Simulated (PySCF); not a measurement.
A calculated (r2SCAN0, PySCF 2.14, x2c-TZVPPall, scalar relativity by spin-free X2C-1e) atom or ion has these occupied shells.

| shell | electrons | orbital energy (eV) | rms radius, mean of both spins (bohr) |
| --- | --- | --- | --- |
| 1s α | 1 | -45.985 | 0.874 |

Q: Name the element and its charge.

A: He⁺ (helium, charge +1), in 1s1, 2S determinant.
